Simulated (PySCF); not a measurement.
## Exercise with solution: oscillator strength and radiative lifetime

C2H9ClOSi2, SMILES [SiH2]([SiH2]OCC)Cl.

Geometry optimised at B3LYP-D3(BJ)/def2-SVP. The structure was generated by enumeration, and PubChem lists no compound with its InChIKey, so it may never have been made. The values are those of a single conformer.

TDA-B3LYP/def2-SVPD (PySCF 2.14.0) puts the first singlet state with f over 0.02 at 6.94 eV (vertical), with the transition dipole (0.156, -0.327, 0.000) in atomic units.

Problem. Find the oscillator strength, the wavelength and the radiative lifetime that this transition would have in vacuum if emission retraced absorption.

Solution. 
|μ|² = 0.1313 au, so |μ| = 0.92 D. ΔE = 6.94/27.211 = 0.2550 hartree. f = (2/3) ΔE |μ|² = 0.022 (the program prints 0.022).
λ = 1239.84/6.94 = 179 nm; ν = 55975 cm⁻¹.
Einstein's coefficient A = 0.6670 ν² f s⁻¹ (ν in cm⁻¹) = 4.7e7 s⁻¹, so τ = 1/A = 21 ns. This state is S4; the lower singlets have f = 0.006, 0.000, 0.003. The figure is the radiative limit of this one transition; relaxation, internal conversion, crossing to triplets and a medium change what is measured.
